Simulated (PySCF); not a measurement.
Be(Cl)(SiH3) (BeClH3Si), SMILES [SiH3][Be][Cl].

Coordinates come from a PBE0-D3(BJ)/def2-TZVP optimisation.

Method: PBE0-D3(BJ)/def2-TZVP (PySCF).

Frequencies are harmonic and unscaled.

Modes within 1.5 cm⁻¹ of each other (mostly degenerate sets) share a row, with their intensities summed.

Computed normal modes with their intensities:
```
mode   ν (cm⁻¹)  IR (km/mol)  Raman (Å⁴/amu)  depolarisation  moving atoms (share of kinetic energy)
-----  --------  -----------  --------------  --------------  --------------------------------------
1–2         171         42.5             0.1            0.75                         Be 70 %, H 22 %
3           321          3.4            13.3            0.13                        Si 51 %, Cl 43 %
4–5         485          0.3             0.1            0.75                H 72 %, Be 18 %, Si 10 %
6           862        241.8             2.0            0.58                                  H 91 %
7–8         938         77.6            26.9            0.75                                  H 98 %
9          1000        142.8             1.2            0.01                        Be 85 %, Cl 10 %
10         2200         42.3           273.0            0.00                                  H 99 %
11–12      2206        167.5           242.3            0.75                                  H 96 %
```
